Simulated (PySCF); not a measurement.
# Computed records: CH$_{5}$OSi

Calculation on a computer-drawn molecule: the log of a Hartree-Fock and frozen-core CCSD(T) single point meant for a local Hartree-Fock minimum, with one planted fault or none, to be diagnosed. Offsets are logged minus clean, where the clean run is the same molecule without the fault. The reference is restricted for singlets and unrestricted otherwise, and also for a bond in bohr or an excited solution. Adding or removing an electron swaps singlet and doublet. The excited solution moves the top pair (singlet) or top alpha electron (doublet) to the lowest empty orbital. Highest occupied and lowest empty are orbital energies over both spins, largest force is the largest gradient component, triples share is (T) over the correlation energy, the T1 limit is 0.02 restricted and 0.045 unrestricted, electrons count all cores, a negative frequency is imaginary (commonest isotopes), and the dipole is about the centre of nuclear charge. Program: PySCF 2.14.0.

```xyz
8
formula=CH5OSi meant_charge=0 meant_multiplicity=2 meant_basis=cc-pV(D+d)Z logged_electrons=33 logged_basis_functions=76 logged_SCF_converged=yes logged_spin_squared=1.2588 logged_highest_occupied=-10.138 logged_lowest_empty=1.9556 logged_largest_force=0.11593 logged_T1_diagnostic=0.068766 logged_D1_diagnostic=0.31217 logged_triples_share=0.034166 logged_CC_converged=yes logged_dipole_magnitude=2.6097 logged_SCF_stable_within_its_kind=yes logged_energy_HF=-404.42393 logged_energy_CCSD(T)=-404.89905 possible_faults=no_fault,one_electron_removed,one_electron_added,multiplicity_raised_by_two,geometry_at_a_saddle_point,SCF_held_on_an_excited_solution,minimal_basis_STO-3G,one_bond_length_entered_in_bohr,all_coordinates_scaled
O      1.7907     1.9153    -0.1811
C      0.4521     1.9063    -0.4218
Si    -0.6538     0.4408    -0.1427
H      2.2658     0.5116     0.8178
H      0.1480     2.7984    -0.9578
H     -0.6467    -0.5278    -1.2682
H     -2.0398     0.9184     0.0565
H     -0.1745    -0.2782     1.0657
```

Units: logged_highest_occupied, logged_lowest_empty in eV; logged_largest_force in hartree/bohr; logged_dipole_magnitude in debye; logged_energy_HF, logged_energy_CCSD(T) in hartree.

Drawn bonds:
```tsv
atom	other atom	order
1	2	1
2	3	1
1	4	1
2	5	1
3	6	1
3	7	1
3	8	1
```

Notes: T1 above single-reference limit.

**Q.** Which fault was planted in the run of CH$_{5}$OSi?
**A.** one bond length entered in bohr, row 3 of the drawn bonds

Further results for CH$_{5}$OSi:

- HF energy offset from clean run: 65.6 kcal/mol
- CCSD(T) energy offset from clean run: 57.75 kcal/mol
